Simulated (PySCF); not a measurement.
Isomers of C6H15N. Level of theory: PySCF 2.14.0, density-fitted response routines, TDDFT PBE0/def2-SVPD, vertical, gas phase, core orbitals frozen in the response. Geometries: PBE0-D3(BJ)/def2-SVP; one conformer of each isolated species. 'Strongest' means the level of largest summed f among the lowest 6 singlets; it needn't be the same kind of state in each.

Question: Rank by computed HOMO energy, lowest first.
A. `CC(C)(CNC)C` (n,2,2-trimethylpropan-1-amine)
B. `CCNCCCC` (ethylbutylamine)
C. `CC(N(CC)C)C` (methylethylisopropylamine)
D. `NCCC(C)(C)C` (3,3-dimethylbutylamine)

Answer: D (-6.80 eV), A (-6.36 eV), B (-6.21 eV), C (-5.89 eV).

| SMILES | HOMO (eV) | f (S1) | gap (eV) | first f ≥ 0.01 (nm) | α (au) | strongest (eV) | S1 mainly |
| --- | --- | --- | --- | --- | --- | --- | --- |
| CC(C)(C)CCN | -6.80 | 0.022 | 7.38 | 200 | 84.7 | 8.03 | H→L (69%) |
| CNCC(C)(C)C | -6.36 | 0.005 | 6.99 | 187 | 85.6 | 7.09 | H→L (87%) |
| CCCCNCC | -6.21 | 0.009 | 7.00 | 179 | 86.2 | 6.92 | H→L (76%) |
| CCN(C)C(C)C | -5.89 | 0.007 | 6.61 | 197 | 85.2 | 6.31 | H→L (98%) |

H and L stand for HOMO and LUMO.
